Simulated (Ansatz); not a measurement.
Input for Ansatz (a program for electronic structure): U-wB97X-V/def2-TZVPP on TiO, 2S+1 = 3, a spin state set in the input, which need not be the lowest, a point of a bond scan (R = 1.603 Å).

Ansatz 0.2 input:
```yaml
crystal:
  periodic: [false, false, false]
  atoms:
    - {symbol: Ti, position_ang: [0.00000000, 0.00000000, 0.00000000]}
    - {symbol: O, position_ang: [0.00000000, 0.00000000, 1.60335400]}
basis:
  gaussian:
    orbitals: def2-TZVPP
    pivot_positions_ang: [[0.00000000, 0.00000000, 0.00000000], [0.00000000, 0.00000000, 1.60335400]]
hamiltonian:
  xc: {name: wB97X-V}
magnetization: {spin_polarized: true, initial_magnetization: 2}
output: {forces: true, orbitals: {seedname: ./end}}
```

The log:

```
Functional definition: wB97X-V
[...]
integrals: 0.04 GiB planned
631 factors; their error is unknown
integrals: 0.07 GiB planned
120 factors; integrals over basis functions are off by at most 3.2e-5 eV
mean field: 0.49 GiB planned
mean field evaluation 1: about -25148.3005 eV, gradient 5.0e1 eV
mean field evaluation 2: about -25067.6657 eV, gradient 1.6e2 eV
mean field evaluation 4: about -25157.8199 eV, gradient 5.3e0 eV
mean field evaluation 8: about -25157.9464 eV, gradient 1.2e-1 eV
mean field evaluation 16: about -25158.0372 eV, gradient 3.3e-4 eV
mean field -25158.03718590 eV, -924.5408138518 hartree, gradient 2.8e-5 eV, S^2 2.009368; 2 other end points of the search recorded, 0 dependent functions left out
the calculation of the forces begins
reference -25158.03718789 eV, -924.5408139250 hartree; 16, 14 occupied and 79, 81 virtual orbitals, 631 factors
Total energy: -25158.03718789 eV, -924.5408139250 hartree
Atom 0 at     0.000000     0.000000     0.000000 Å, force     0.000000    -0.000000     0.375205 eV/Å
Atom 1 at     0.000000     0.000000     1.603354 Å, force    -0.000000     0.000000    -0.375205 eV/Å
Dipole moment:     0.000000     0.000000    -0.730165 e Å
```

The run converged.

Cost: about 22 core-seconds (a rough figure).
